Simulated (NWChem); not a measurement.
System: ethyl methyl carbonate (C₄H₈O₃); SMILES O=C(OC)OCC

The following NWChem deck was run.

```
start job
memory heap 200 mb stack 900 mb global 1100 mb
geometry units angstroms noautoz
  C     -0.434667     3.014718     0.000000
  C      0.424600     1.777440     0.000000
  O     -0.439441     0.643020     0.000000
  C      0.162946    -0.539063     0.000000
  O      1.351219    -0.725637     0.000000
  O     -0.768310    -1.487613     0.000000
  C     -0.279046    -2.814893     0.000000
  H     -1.079391     3.045845     0.890434
  H      0.199180     3.913320     0.000000
  H     -1.079391     3.045845    -0.890434
  H      1.079018     1.731110    -0.885523
  H      1.079018     1.731110     0.885523
  H     -1.161106    -3.465854     0.000000
  H      0.334224    -3.010660    -0.892242
  H      0.334224    -3.010660     0.892242
end
basis spherical
  * library 6-31+g*
end
dft
  xc xpbe96 cpbe96
  iterations 150
end
tddft
  cis
  nroots 8
  notriplet
end
task tddft energy
```

Parts of the log:

```
             Northwest Computational Chemistry Package (NWChem) 7.3.0
             --------------------------------------------------------

 CS  symmetry detected

                             Geometry "geometry" -> ""
                             -------------------------

 Output coordinates in angstroms (scale by  1.889725989 to convert to a.u.)

  No.       Tag          Charge          X              Y              Z
 ---- ---------------- ---------- -------------- -------------- --------------
    1 C                    6.0000    -0.43399356     3.01421717     0.00000000
    2 C                    6.0000     0.42428920     1.77625621     0.00000000
    3 O                    8.0000    -0.44065370     0.64252371     0.00000000
    4 C                    6.0000     0.16079304    -0.54003797     0.00000000
    5 O                    8.0000     1.34891729    -0.72755691     0.00000000
    6 O                    8.0000    -0.77121702    -1.48784707     0.00000000
    7 C                    6.0000    -0.28300872    -2.81551575     0.00000000
    8 H                    1.0000    -1.07869260     3.04585689     0.89043400
    9 H                    1.0000     0.20056788     3.91231480     0.00000000
   10 H                    1.0000    -1.07869260     3.04585689    -0.89043400
   11 H                    1.0000     1.07867015     1.72940578    -0.88552300
   12 H                    1.0000     1.07867015     1.72940578     0.88552300
   13 H                    1.0000    -1.16558613    -3.46577507     0.00000000
   14 H                    1.0000     0.33010540    -3.01177040    -0.89224200
   15 H                    1.0000     0.33010540    -3.01177040     0.89224200

 Effective nuclear repulsion energy (a.u.)     321.3295061538

      Symmetry information
      --------------------

 Group name             Cs
 Group number              2
 Group order               2
 No. of unique centers    12

  pbe96 is a nonlocal functional; adding pw91lda local functional.

                                 NWChem DFT Module
                                 -----------------

 Summary of "ao basis" -> "ao basis" (spherical)
 ------------------------------------------------------------------------------
       Tag                 Description            Shells   Functions and Types
 ---------------- ------------------------------  ------  ---------------------
 C                          6-31+g*                  8       18   4s3p1d
 O                          6-31+g*                  8       18   4s3p1d
 H                          6-31+g*                  2        2   2s

      Symmetry analysis of basis
      --------------------------

        a'        101
        a"         41

[...]

                                NWChem TDDFT Module
                                -------------------

            General Information
            -------------------
           No. of orbitals :     284
            Alpha orbitals :     142
             Beta orbitals :     142
        Alpha frozen cores :       0
         Beta frozen cores :       0
     Alpha frozen virtuals :       0
      Beta frozen virtuals :       0
         Spin multiplicity :       1
    Number of AO functions :     142
        Use of symmetry is : off
      Symmetry adaption is : on
         Schwarz screening :  0.10D-07

              XC Information
              --------------
   PerdewBurkeErnzerhof Exchange Functional   1.00
     Perdew 1991 LDA Correlation Functional   1.00 local
    PerdewBurkeErnz. Correlation Functional   1.00 non-local

             TDDFT Information
             -----------------
          Calculation type : Tamm-Dancoff TDDFT
         Wavefunction type : Restricted singlets
          No. of electrons :      56
           Alpha electrons :      28
            Beta electrons :      28
              No. of roots :       8
          Max subspacesize :    5600
            Max iterations :     100
               Target root :       1
           Target symmetry : none
      Symmetry restriction : off
                 Algorithm : Optimal
        Davidson threshold :  0.10D-03

    8 smallest eigenvalue differences (eV)
--------------------------------------------------------
  No. Spin  Occ  Vir  Irrep   E(Occ)    E(Vir)   E(Diff)
--------------------------------------------------------
    1    1   28   29 a'       -0.244    -0.007     6.453
    2    1   28   30 a"       -0.244    -0.001     6.617
    3    1   28   31 a'       -0.244     0.005     6.761
    4    1   27   29 a"       -0.261    -0.007     6.923
    5    1   28   32 a'       -0.244     0.016     7.084
    6    1   27   30 a'       -0.261    -0.001     7.087
    7    1   26   29 a"       -0.270    -0.007     7.173
    8    1   27   31 a"       -0.261     0.005     7.231
--------------------------------------------------------

  Entering Davidson iterations
  Restricted singlet excited states

  Iter   NTrls   NConv    DeltaV     DeltaE      Time
  ----  ------  ------  ---------  ---------  ---------
    1      8       0     0.21E+00   0.10+100       19.2
    2     16       0     0.13E+00   0.15E-01       18.5
    3     24       0     0.15E+00   0.89E-02       18.9
    4     32       4     0.53E-01   0.17E-01       18.7
    5     36       7     0.85E-01   0.83E-02       12.3
    6     37       7     0.47E-01   0.50E-02        8.7
    7     38       7     0.30E-01   0.13E-02        8.6
    8     39       7     0.15E-01   0.62E-03        8.8
    9     40       7     0.51E-02   0.21E-03        8.8
   10     41       7     0.98E-03   0.28E-04        7.7
   11     42       7     0.18E-03   0.12E-05        5.5
   12     43       8     0.48E-04   0.31E-07        5.6
  ----  ------  ------  ---------  ---------  ---------
  Convergence criterion met

  Ground state a'       -382.488383477680 a.u.

[...]
```

Level: PBE/6-31+G* (spherical d), TDA. All runs use the structure optimised with PBE0/def2-SVP.
